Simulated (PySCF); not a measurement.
Yb⁵⁹⁺: ionisation energy

Yb⁵⁹⁺ [Ne] 3s1 (2S) → Yb⁶⁰⁺ [Ne] (1S), as a difference of total energies. All numbers are calculated (PySCF 2.14, the spin-free X2C one-electron Hamiltonian (Gaussian nucleus), in an uncontracted even-tempered set (17 s from 16 bohr⁻², ratio 2.5; 12 p from 20 bohr⁻², ratio 2.5; 4 d from 74 bohr⁻², ratio 2.7; 4 f from 110 bohr⁻², ratio 2.7)). Correlated levels: outer shells: 1s2 frozen; virtual orbitals above 40 to 60 times the deepest correlated orbital energy dropped. The calculations carry no spin-orbit coupling.

| method | ionisation energy (eV) |
| --- | --- |
| UHF | 6238.3 |
| LDA | 6241.8 |
| PBE | 6246.8 |
| PBE0 | 6244.8 |
| r2SCAN | 6237.2 |
| PW91 | 6247.4 |
| TPSSh | 6243.1 |
| MP2 (outer shells) | 6239.1 |
| SCS-MP2 (outer shells) | 6239.0 |

Breit and QED terms and the two-electron picture change are absent.

For comparison: 6236 ± 7 eV (theoretical estimate listed by NIST; NIST Atomic Spectra Database, ionization energies).
